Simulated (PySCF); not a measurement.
Compound: C6H6F4O.
SMILES with atom numbers: `[F:1][C@@H:2]1[CH2:3][CH2:4][C:5]([C:6]([F:7])([F:8])[F:9])=[CH:10][O:11]1`

NICS is the negative of the GIAO shielding at a point without a nucleus: at the ring centre (0) and 1 Å above and below it (1); zz is the component along the ring normal. Level: GIAO PBE0/pcSseg-1 (PySCF, non-relativistic, gas phase) on the GFN2-xTB geometry, one conformer.

Ring bond lengths (Å), with Mayer bond orders in brackets: C2–C3 1.525 (1.03), C3–C4 1.528 (1.02), C4–C5 1.504 (1.01), C5–C10 1.331 (1.76), C10–O11 1.353 (1.01), O11–C2 1.389 (0.95).

Problem. What do the NICS probes read (ppm)?

Solution. 
```tsv
ring	type	NICS(0)	NICS(1), two faces	NICS(1)zz, two faces	rms pucker (Å)	centre to ring atoms, mean (Å)
C2–C3–C4–C5–C10–O11	6-membered ring with O; formal bonds 1 double, 5 single	-1.6	-2.6 / -1.7	0.3 / 1.3	0.19	1.41
```

Problem. What do they say, and how far can they be read as aromaticity?

Solution. 
- C2–C3–C4–C5–C10–O11: mean NICS(1)zz 0.8 ppm, near zero. C2, C3, C4 have four or more neighbours, so the value isn't read as a sign of a π ring current.

Problem. What is the mean of the two in-plane components of NICS at the first NICS(1) probe listed for ring C2–C3–C4–C5–C10–O11, 1 Å off the ring?

Solution. The isotropic value is a third of the trace: (3 × -2.6 − (0.3))/2 = -4.1 ppm.

Problem. Give the inner angles of the rings and the Hirshfeld charges of the ring atoms.

Solution. 
- C2–C3–C4–C5–C10–O11: C2 113.5° (+0.137 e), C3 108.6° (-0.079 e), C4 108.5° (-0.078 e), C5 121.9° (-0.070 e), C10 124.7° (+0.033 e), O11 116.5° (-0.105 e); sum 693.8° against 720° for a flat convex ring.

Problem. What are the shieldings of the ring atoms and their hydrogens in the same run (means over atoms taken as equivalent)?

Solution. 
```csv
atoms,environment,σ isotropic (ppm),"principal values of the symmetric part, first atom (ppm)"
C2,sp3 C–F carbon,79.6,"55.4, 74.6, 108.8"
C3,ring CH2 carbon,159.0,"146.3, 158.2, 172.4"
C4,allylic carbon,170.4,"156.8, 176.3, 178.1"
C5,fully substituted alkene carbon,74.1,"-13.8, 85.6, 150.5"
C10,vinylic carbon bearing oxygen,35.8,"-66.6, 59.1, 114.9"
O11,cyclic ether oxygen,176.1,"84.1, 115.4, 328.8"
H on C2,methine hydrogen,25.58,"22.5, 23.8, 30.5"
H on C3,methylene hydrogen,29.58,"25.7, 27.1, 36.0"
H on C3,methylene hydrogen,30.16,"26.1, 27.8, 36.6"
H on C4,methylene hydrogen,29.06,"24.2, 27.8, 35.1"
H on C4,methylene hydrogen,29.48,"23.9, 29.5, 35.0"
H on C10,vinylic hydrogen,24.50,"20.6, 24.4, 28.4"
```
